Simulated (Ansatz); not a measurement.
`B/C([SiH3])=C\Cl`. Charge 0, multiplicity 1.

Cartesian coordinates in Å:
```
B -0.729 1.239 0.868
C -0.205 0.175 -0.116
Si 1.111 -1.022 0.458
C -0.638 0.045 -1.379
Cl -1.835 1.007 -2.146
H -0.296 1.273 1.985
H -1.557 2.034 0.542
H 1.466 -1.957 -0.646
H 0.618 -1.805 1.621
H 2.328 -0.280 0.879
H -0.264 -0.708 -2.067
```

Give the diagnostics of a CCSD(T)/def2-TZVPP run (frozen core, the Gaussian-basis code of Ansatz). (Estimate.)

The calculation gave: T1 = 0.0121, largest single amplitude 0.017, largest double 0.053, (T) share of the correlation energy 4.3 %, 10 CCSD cycles. The RHF solution is unstable towards an unrestricted one. T1 lies under the customary mark of 0.02 for closed shells.
